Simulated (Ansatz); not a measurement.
The cluster GeCl4. The state is a singlet with charge 0. Geometry PBE-D4/def2-SVP.

```xyz
5

Ge   -0.347   -1.008   -0.375
Cl    0.065    3.473    0.174
Cl   -0.466    1.307   -0.418
Cl    1.595   -1.844   -0.924
Cl   -0.846   -1.927    1.543
```

LC-ωPBE has ω = 0.4 bohr⁻¹. The restricted singlet is unstable towards broken spin symmetry in Hartree–Fock (as tested in another run); at PBE-D4/def2-TZVP, PBE0-D4/def2-SVP, PBE0-D4/def2-TZVP, LC-ωPBE/def2-TZVP and others this wasn't settled. Another isomer (singlet) lies 3.53 eV lower at PBE0-D4/def2-TZVP; other spin states weren't run for this one.

Problem. Estimate the orbital energies around the gap (eV) in Ansatz with PBE-D4/def2-TZVP, PBE0-D4/def2-SVP, PBE0-D4/def2-TZVP, LC-ωPBE/def2-TZVP, ωB97X-V/def2-TZVP.

Solution. 
```json
{"orbital": "HOMO−13", "PBE-D4/def2-TZVP": "-20.85", "PBE0-D4/def2-SVP": "-23.26", "PBE0-D4/def2-TZVP": "-23.41", "LC-ωPBE/def2-TZVP": "-26.62", "ωB97X-V/def2-TZVP": "-26.21"}
{"orbital": "HOMO−12", "PBE-D4/def2-TZVP": "-19.32", "PBE0-D4/def2-SVP": "-21.61", "PBE0-D4/def2-TZVP": "-21.84", "LC-ωPBE/def2-TZVP": "-25.23", "ωB97X-V/def2-TZVP": "-24.79"}
{"orbital": "HOMO−11", "PBE-D4/def2-TZVP": "-14.07", "PBE0-D4/def2-SVP": "-15.66", "PBE0-D4/def2-TZVP": "-15.73", "LC-ωPBE/def2-TZVP": "-18.92", "ωB97X-V/def2-TZVP": "-18.43"}
{"orbital": "HOMO−10", "PBE-D4/def2-TZVP": "-11.53", "PBE0-D4/def2-SVP": "-12.90", "PBE0-D4/def2-TZVP": "-12.95", "LC-ωPBE/def2-TZVP": "-15.78", "ωB97X-V/def2-TZVP": "-15.38"}
{"orbital": "HOMO−9", "PBE-D4/def2-TZVP": "-10.59", "PBE0-D4/def2-SVP": "-11.91", "PBE0-D4/def2-TZVP": "-12.01", "LC-ωPBE/def2-TZVP": "-14.83", "ωB97X-V/def2-TZVP": "-14.42"}
{"orbital": "HOMO−8", "PBE-D4/def2-TZVP": "-9.73", "PBE0-D4/def2-SVP": "-11.18", "PBE0-D4/def2-TZVP": "-11.29", "LC-ωPBE/def2-TZVP": "-14.39", "ωB97X-V/def2-TZVP": "-13.96"}
{"orbital": "HOMO−7", "PBE-D4/def2-TZVP": "-9.29", "PBE0-D4/def2-SVP": "-10.76", "PBE0-D4/def2-TZVP": "-10.88", "LC-ωPBE/def2-TZVP": "-13.92", "ωB97X-V/def2-TZVP": "-13.50"}
{"orbital": "HOMO−6", "PBE-D4/def2-TZVP": "-9.23", "PBE0-D4/def2-SVP": "-10.52", "PBE0-D4/def2-TZVP": "-10.68", "LC-ωPBE/def2-TZVP": "-13.54", "ωB97X-V/def2-TZVP": "-13.14"}
{"orbital": "HOMO−5", "PBE-D4/def2-TZVP": "-8.93", "PBE0-D4/def2-SVP": "-10.23", "PBE0-D4/def2-TZVP": "-10.39", "LC-ωPBE/def2-TZVP": "-13.25", "ωB97X-V/def2-TZVP": "-12.85"}
{"orbital": "HOMO−4", "PBE-D4/def2-TZVP": "-8.65", "PBE0-D4/def2-SVP": "-9.87", "PBE0-D4/def2-TZVP": "-10.06", "LC-ωPBE/def2-TZVP": "-12.82", "ωB97X-V/def2-TZVP": "-12.43"}
{"orbital": "HOMO−3", "PBE-D4/def2-TZVP": "-8.36", "PBE0-D4/def2-SVP": "-9.60", "PBE0-D4/def2-TZVP": "-9.78", "LC-ωPBE/def2-TZVP": "-12.53", "ωB97X-V/def2-TZVP": "-12.14"}
{"orbital": "HOMO−2", "PBE-D4/def2-TZVP": "-7.51", "PBE0-D4/def2-SVP": "-8.53", "PBE0-D4/def2-TZVP": "-8.79", "LC-ωPBE/def2-TZVP": "-11.74", "ωB97X-V/def2-TZVP": "-11.32"}
{"orbital": "HOMO−1", "PBE-D4/def2-TZVP": "-7.22", "PBE0-D4/def2-SVP": "-8.45", "PBE0-D4/def2-TZVP": "-8.71", "LC-ωPBE/def2-TZVP": "-11.69", "ωB97X-V/def2-TZVP": "-11.27"}
{"orbital": "HOMO", "PBE-D4/def2-TZVP": "-7.20", "PBE0-D4/def2-SVP": "-8.10", "PBE0-D4/def2-TZVP": "-8.27", "LC-ωPBE/def2-TZVP": "-10.23", "ωB97X-V/def2-TZVP": "-9.97"}
{"orbital": "LUMO", "PBE-D4/def2-TZVP": "-5.53", "PBE0-D4/def2-SVP": "-4.92", "PBE0-D4/def2-TZVP": "-5.05", "LC-ωPBE/def2-TZVP": "-3.41", "ωB97X-V/def2-TZVP": "-3.38"}
{"orbital": "LUMO+1", "PBE-D4/def2-TZVP": "-3.02", "PBE0-D4/def2-SVP": "-2.00", "PBE0-D4/def2-TZVP": "-2.19", "LC-ωPBE/def2-TZVP": "0.01", "ωB97X-V/def2-TZVP": "-0.05"}
{"orbital": "LUMO+2", "PBE-D4/def2-TZVP": "-1.46", "PBE0-D4/def2-SVP": "-0.34", "PBE0-D4/def2-TZVP": "-0.63", "LC-ωPBE/def2-TZVP": "1.59", "ωB97X-V/def2-TZVP": "1.49"}
{"orbital": "LUMO+3", "PBE-D4/def2-TZVP": "-1.08", "PBE0-D4/def2-SVP": "0.12", "PBE0-D4/def2-TZVP": "-0.18", "LC-ωPBE/def2-TZVP": "2.11", "ωB97X-V/def2-TZVP": "2.02"}
{"orbital": "LUMO+4", "PBE-D4/def2-TZVP": "3.04", "PBE0-D4/def2-SVP": "3.22", "PBE0-D4/def2-TZVP": "3.91", "LC-ωPBE/def2-TZVP": "6.20", "ωB97X-V/def2-TZVP": "5.99"}
{"orbital": "LUMO+5", "PBE-D4/def2-TZVP": "3.41", "PBE0-D4/def2-SVP": "6.97", "PBE0-D4/def2-TZVP": "4.33", "LC-ωPBE/def2-TZVP": "6.70", "ωB97X-V/def2-TZVP": "6.54"}
```
